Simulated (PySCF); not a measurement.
**`N[C@@H]1C=CC[C@@H](S)C1`, C6H11NS**

Cartesian coordinates in Å; atom numbers follow the order of the lines, from 1:
```xyz
19

N     2.465   -0.344    0.466
C     1.101    0.164    0.471
C     0.214   -0.848    1.139
C    -1.012   -1.140    0.735
C    -1.679   -0.503   -0.446
C    -0.944    0.750   -0.907
S    -1.397    2.193    0.137
C     0.561    0.518   -0.926
H     3.093    0.332    0.045
H     2.519   -1.201   -0.075
H     1.121    1.075    1.088
H     0.655   -1.339    1.993
H    -1.598   -1.884    1.256
H    -1.704   -1.225   -1.270
H    -2.717   -0.260   -0.203
H    -1.287    1.050   -1.901
H    -1.238    1.580    1.306
H     1.072    1.405   -1.309
H     0.766   -0.315   -1.607
```

Theory: PySCF, TDDFT BHandHLYP/def2-SVPD circular dichroism and optical rotation, one conformer, gas phase. Geometry: GFN2-xTB.

The molecule is flexible and this is one conformer; a measurement averages over conformers.

Problem. Draw the ECD and absorption spectra from the lowest 8 states, each a Gaussian of half-width 0.35 eV at 1/e height.

Solution. 
```tsv
E (eV)	λ (nm)	Δε (L mol⁻¹ cm⁻¹)	ε (L mol⁻¹ cm⁻¹)
5.32	233	-0.25	17.2
5.47	227	-0.72	49.4
5.62	221	-1.45	102
5.77	215	-2.12	171
5.92	210	-2.40	315
6.07	204	-2.05	721
6.22	199	-0.23	1590
6.37	195	+3.59	2800
6.52	190	+6.83	4010
6.67	186	+4.67	5210
6.82	182	-4.90	6860
6.97	178	-18.94	8850
7.12	174	-30.56	10100
7.27	171	-32.45	9440
```
Δε uses R in velocity form, ε uses f in length form. Only the states computed contribute, so the short-wavelength end is incomplete.
